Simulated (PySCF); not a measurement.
**MF4+ across group 5**

Level: PBE0, basis family def2-SVP, scalar-relativistic core potentials from Rb on and no relativity for lighter atoms.

Each entry is the lowest minimum that a search over a few typed start shapes (and spin states, where more than one is plausible) found, or that minimum re-optimised at the stated level; isomers with ligand–ligand bonds, or fragments after loss of a ligand pair, can lie lower. Open shells are unrestricted; no spin–orbit coupling; PySCF with density fitting.

| molecule | 2S+1 | point group | mean bond to the central atom (Å) | distinct angles (°) | gap (eV) | highest ω (cm⁻¹) | polar-tensor charge of the central atom |
| --- | --- | --- | --- | --- | --- | --- | --- |
| VF₄⁺ | 1 | Td | 1.632 | 109 | 7.81 | 971 | 2.63 |
| NbF₄⁺ | 1 | Td | 1.787 | 109 | 9.62 | 844 | 3.17 |
| TaF₄⁺ | 1 | Td | 1.810 | 109 | 10.25 | 803 | 3.16 |

The bond lengthens at every step; the largest change, 0.155 Å, falls between VF₄⁺ and NbF₄⁺ among the members listed.

The 4d and 5d members differ by only 0.023 Å, the mark of the lanthanide contraction and relativistic shrinkage of 6s.

Spin–orbit coupling can matter for TaF₄⁺.

Left out of the table are members whose search was unfinished or whose lowest solution was spin-contaminated, unstable, very soft or bonded differently.
